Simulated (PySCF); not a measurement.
## Telling isomers of C$_{5}$H$_{5}$F$_{3}$ apart by NMR

No relativistic terms, fast rotation and ring inversion assumed for equivalent nuclei, one computed conformer, gas phase. GFN2-xTB structure; NMR shieldings at PBE0/pcSseg-1/GIAO; PySCF 2.14.0 with density-fitted response routines.

Chemical shifts δ = σref − σ; TMS for ¹H, ¹³C, all at this level. Splittings of carbon signals by F and P are missing where no couplings were computed. Where no couplings were computed, multiplicities follow the n + 1 count of equivalent neighbours, and m marks all less simple cases (inequivalent or close neighbours, rings, F or P nearby). Shifts are as computed. Against solution values, carbons near 30 ppm lie about +3 ppm off and those near 130 ppm about +5 ppm. Of 1211 compounds with measured shifts, 218 miss one by over three times the rms of a fit or turn the order of signals round; such compounds aren't used in these exercises.

(1) Tabulate the signals of `FC(F)(F)[C@]12C[C@H]1C2`, `CC1=C[C@H]1C(F)(F)F`, `CC1(C(F)(F)F)C=C1` and their relative energies.

(2) What is the quickest way to tell CC1=C[C@H]1C(F)(F)F from CC1(C(F)(F)F)C=C1?

(3) What is the quickest way to tell FC(F)(F)[C@]12C[C@H]1C2 from CC1(C(F)(F)F)C=C1?

(4) What is the quickest way to tell FC(F)(F)[C@]12C[C@H]1C2 from CC1=C[C@H]1C(F)(F)F?

Answers

(1) 
| SMILES | carbon types | δC | δH | E rel. (kcal/mol) |
| --- | --- | --- | --- | --- |
| FC(F)(F)[C@]12C[C@H]1C2 | 2×C 1×CH 2×CH2 | 137.1, 34.2, 9.5, 9.1 | 2.19 (m, 1H), 1.82 (m, 2H), 0.79 (m, 2H) | 0.0 |
| CC1=C[C@H]1C(F)(F)F | 2×C 2×CH 1×CH3 | 135.9, 123.6, 104.1, 22.5, 13.1 | 6.42 (m, 1H), 2.42 (s, 3H), 1.74 (m, 1H) | 4.0 |
| CC1(C(F)(F)F)C=C1 | 2×C 2×CH 1×CH3 | 136.2, 123.2, 25.3, 21.1 | 7.30 (m, 2H), 1.46 (s, 3H) | 9.0 |

Energies are electronic energies at PBE0/pcSseg-1 on these geometries, without zero-point or thermal terms, each for the one conformer computed, which needn't be the lowest.

(2) Count the carbon signals: 5 against 4. The first has a three-membered-ring carbon (CH) at 22.5 ppm, the second a three-membered-ring carbon (C) at 25.3 ppm. Their most deshielded carbons lie at 135.9 and 136.2 ppm. In the proton spectra the most deshielded non-exchanging signals are 6.42 (m, 1H) and 7.30 (m, 2H).

(3) Both give the same number of carbon signals, but DEPT or the intensities differ. The first has a three-membered-ring carbon (CH2) at 34.2 ppm, the second an alkene CH at 123.2 ppm. Their most deshielded carbons lie at 137.1 and 136.2 ppm. In the proton spectra the most deshielded non-exchanging signals are 2.19 (m, 1H) and 7.30 (m, 2H).

(4) Count the carbon signals: 4 against 5. The first has a three-membered-ring carbon (CH2) at 34.2 ppm, the second an alkene CH at 104.1 ppm. Their most deshielded carbons lie at 137.1 and 135.9 ppm. In the proton spectra the most deshielded non-exchanging signals are 2.19 (m, 1H) and 6.42 (m, 1H).
